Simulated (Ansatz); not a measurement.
Start from `FC(F)(F)C[O][Hf]([F])([F])[F]` and change one atom or group to get `[F][Al]([F])[O]CC(F)(F)F`.

Ansatz, PBE0-D4/def2-TZVP geometries, multiplicity 1. Each molecule was computed in one conformer, which needn't be the lowest. `[F][Al]([F])[O]CC(F)(F)F` holds a close contact that its SMILES doesn't draw: F···Al 2.03 Å.

Elements past krypton have def2 core potentials.

```json
{"property": "LUMO energy (PBE/def2-TZVPP) / eV", "`FC(F)(F)C[O][Hf]([F])([F])[F]`": "-1.38"}
{"property": "LUMO energy (PBE0/def2-TZVPP) / eV", "`FC(F)(F)C[O][Hf]([F])([F])[F]`": "-0.67"}
{"property": "HOMO energy (B3LYP/def2-TZVPP) / eV", "`FC(F)(F)C[O][Hf]([F])([F])[F]`": "-9.45"}
{"property": "HOMO–LUMO gap (PBE0/def2-TZVPP) / eV", "`FC(F)(F)C[O][Hf]([F])([F])[F]`": "9.02"}
{"property": "HOMO energy (ωB97M-V/def2-TZVPP) / eV", "`FC(F)(F)C[O][Hf]([F])([F])[F]`": "-12.09"}
{"property": "LUMO energy (B3LYP/def2-TZVPP) / eV", "`FC(F)(F)C[O][Hf]([F])([F])[F]`": "-1.01"}
```

(1) Give the same properties after the change, and the shifts. (Estimate.)

Answers

(1) The calculation gave: 
```json
{"property": "LUMO energy (PBE/def2-TZVPP) / eV", "`[F][Al]([F])[O]CC(F)(F)F`": "-1.19", "shift": "0.19"}
{"property": "LUMO energy (PBE0/def2-TZVPP) / eV", "`[F][Al]([F])[O]CC(F)(F)F`": "-0.21", "shift": "0.46"}
{"property": "HOMO energy (B3LYP/def2-TZVPP) / eV", "`[F][Al]([F])[O]CC(F)(F)F`": "-8.76", "shift": "0.69"}
{"property": "HOMO–LUMO gap (PBE0/def2-TZVPP) / eV", "`[F][Al]([F])[O]CC(F)(F)F`": "8.81", "shift": "-0.21"}
{"property": "HOMO energy (ωB97M-V/def2-TZVPP) / eV", "`[F][Al]([F])[O]CC(F)(F)F`": "-11.46", "shift": "0.63"}
{"property": "LUMO energy (B3LYP/def2-TZVPP) / eV", "`[F][Al]([F])[O]CC(F)(F)F`": "-0.55", "shift": "0.46"}
```

With PBE0 the HOMO rises by 0.66 eV and the LUMO rises by 0.46 eV, so the gap narrows by about 0.20 eV. PBE moves the HOMO by 0.71 eV and ωB97M-V by 0.63 eV.

B3LYP here is the variant with VWN-RPA as its local correlation; programs differ in this.
